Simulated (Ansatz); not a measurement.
`[CH3][SnH2][SiH2]N` + `N=COC[SeH]` → `[CH3][SnH2][O]C=N` + `N[SiH2]C[SeH]`  (redistribution)

Calculated with Ansatz (gas phase, PBE0-D4/def2-TZVP geometries, no zero-point term in ΔE). CCSD(T)/CBS is the MP2 limit (def2-TZVPP, def2-QZVPP) plus CCSD(T) − MP2 in def2-TZVPP, frozen cores. DFT in def2-TZVPP. B3LYP here is the variant with VWN-RPA as its local correlation; programs differ in this. def2 core potentials past Kr. For Se, Sn outer-core shells are correlated without core-valence functions, which leaves a few kJ/mol of doubt a bond. Scalar relativity is left out up to krypton. One conformer a species, not always the lowest.

```json
{"level": "PBE-D4", "ΔE (kJ/mol)": "-95.4", "difference from CCSD(T)/CBS": "20.5"}
{"level": "r2SCAN-D4", "ΔE (kJ/mol)": "-107.8", "difference from CCSD(T)/CBS": "8.1"}
{"level": "PBE0-D4", "ΔE (kJ/mol)": "-98.7", "difference from CCSD(T)/CBS": "17.2"}
{"level": "B3LYP-D4", "ΔE (kJ/mol)": "-106.7", "difference from CCSD(T)/CBS": "9.2"}
{"level": "ωB97X-V", "ΔE (kJ/mol)": "-107.9", "difference from CCSD(T)/CBS": "8.0"}
{"level": "ωB97M-V", "ΔE (kJ/mol)": "-111.3", "difference from CCSD(T)/CBS": "4.6"}
{"level": "B2PLYP", "ΔE (kJ/mol)": "-109.0", "difference from CCSD(T)/CBS": "6.9"}
{"level": "PBE", "ΔE (kJ/mol)": "-91.1", "difference from CCSD(T)/CBS": "24.8"}
{"level": "r2SCAN", "ΔE (kJ/mol)": "-107.1", "difference from CCSD(T)/CBS": "8.8"}
{"level": "PBE0", "ΔE (kJ/mol)": "-95.3", "difference from CCSD(T)/CBS": "20.6"}
{"level": "B3LYP", "ΔE (kJ/mol)": "-99.6", "difference from CCSD(T)/CBS": "16.3"}
{"level": "HF/def2-TZVPP", "ΔE (kJ/mol)": "-111.0", "difference from CCSD(T)/CBS": "4.9"}
{"level": "MP2/def2-TZVPP", "ΔE (kJ/mol)": "-119.0", "difference from CCSD(T)/CBS": "-3.1"}
{"level": "SCS-MP2/def2-TZVPP", "ΔE (kJ/mol)": "-116.9", "difference from CCSD(T)/CBS": "-1.0"}
{"level": "CCSD/def2-TZVPP", "ΔE (kJ/mol)": "-110.1", "difference from CCSD(T)/CBS": "5.8"}
{"level": "CCSD(T)/def2-TZVPP", "ΔE (kJ/mol)": "-111.0", "difference from CCSD(T)/CBS": "4.9"}
{"level": "HF/def2-QZVPP", "ΔE (kJ/mol)": "-112.7", "difference from CCSD(T)/CBS": "3.2"}
{"level": "MP2/def2-QZVPP", "ΔE (kJ/mol)": "-122.4", "difference from CCSD(T)/CBS": "-6.5"}
{"level": "SCS-MP2/def2-QZVPP", "ΔE (kJ/mol)": "-120.2", "difference from CCSD(T)/CBS": "-4.3"}
{"level": "HF/CBS(def2)", "ΔE (kJ/mol)": "-112.9", "difference from CCSD(T)/CBS": "3.0"}
{"level": "MP2/CBS(def2)", "ΔE (kJ/mol)": "-123.9", "difference from CCSD(T)/CBS": "-8.0"}
{"level": "CCSD/CBS(def2)", "ΔE (kJ/mol)": "-114.9", "difference from CCSD(T)/CBS": "1.0"}
{"level": "CCSD(T)/CBS", "ΔE (kJ/mol)": "-115.9", "difference from CCSD(T)/CBS": "0"}
```

Largest T1 diagnostic among the species: 0.014.

From PBE to PBE0 (25 % exact exchange), in def2-TZVPP and without D4, ΔE moves by −4.1 kJ/mol. The D4 term adds −7.1 kJ/mol with B3LYP and −3.5 kJ/mol with PBE0; it sums over pairs of atoms, weighted by their polarisabilities, and B3LYP, whose exchange is more repulsive, gets the larger term.
